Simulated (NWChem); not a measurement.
CH$_{5}$NZn; SMILES [CH3][Zn][NH2]

```xyz
8

Zn     0.0001     0.0252    -0.0104
C     -0.0001    -1.9086     0.0271
H      0.8850    -2.3186    -0.4853
H     -0.8908    -2.3181    -0.4760
H      0.0052    -2.2921     1.0600
N     -0.0001     1.8459     0.0788
H     -0.8184     2.3517    -0.2504
H      0.8180     2.3520    -0.2503
```
Atoms are numbered in this order, from 1.

Results from NWChem. Medium grid unless said otherwise, to which SCAN and Minnesota functionals are sensitive. Geometry: optimised at PBE0/def2-SVP. Total energies of different functionals are on different scales.

| level | energy (Ha) | highest occupied level (eV) | orbital gap (eV) | dipole (D) |
|---|---|---|---|---|
| B3LYP/def2-SVP | -1874.9818 | -5.80 | 5.78 | 0.97 |
| PBE/def2-SVP | -1874.5270 | -4.62 | 4.19 | 0.93 |
| KT2/def2-SVP | -1884.2376 | -4.72 | 4.21 | 0.89 |
| M05-2X/def2-SVP | -1874.8316 | (withheld) | (withheld) | 1.05 |
| LC-BLYP (range parameter 0.33 per bohr)/def2-SVP | -1874.4000 | -8.48 | 10.24 | 1.02 |
| PBE0/def2-SVP | -1874.5673 | -6.10 | 6.38 | 1.00 |
| LDA (Slater exchange, VWN5)/def2-SVP | -1871.1947 | -4.78 | 4.28 | 0.97 |
| LDA (Slater exchange, PW92)/def2-SVP | -1871.1780 | -4.78 | 4.28 | 0.97 |

### Question
Fill in the missing entries.

### Answer

- M05-2X/def2-SVP, highest occupied level (eV): -7.57
- M05-2X/def2-SVP, orbital gap (eV): 8.75
